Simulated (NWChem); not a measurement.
Molecule: SiH3O2F; SMILES O[SiH](O)F

```xyz
7

Si     0.0303    -0.0298     0.3556
O      0.4905    -1.4981    -0.2020
O     -1.4947     0.2814    -0.1839
F      0.9846     1.1501    -0.2162
H      0.1830    -0.0399     1.8209
H      0.2495    -1.7201    -1.1067
H     -1.7749     1.1996    -0.2351
```
Atoms are numbered in this order, from 1.

Computed with NWChem. Geometry optimised at PBE0/def2-SVP; all other runs use it. 

```json
[
 {"quantity": "vertical, lowest excitation, singlet (eV)", "level": "PBE/def2-SVPD, TDA", "value": "7.58"},
 {"quantity": "−ε(HOMO) (eV)", "level": "PBE/def2-SVP", "value": "7.59"},
 {"quantity": "isotropic polarisability (bohr³), static", "level": "PBE/def2-SVPD", "value": "35.4"},
 {"quantity": "solvation free energy (kcal/mol) in n-hexane", "level": "PBE0/def2-SVP, SMD", "value": "-3.2"},
 {"quantity": "dipole (D)", "level": "PBE0/def2-SVP", "value": "1.60"},
 {"quantity": "highest harmonic frequency (cm⁻¹)", "level": "PBE0/def2-SVP", "value": "3943"}
]
```
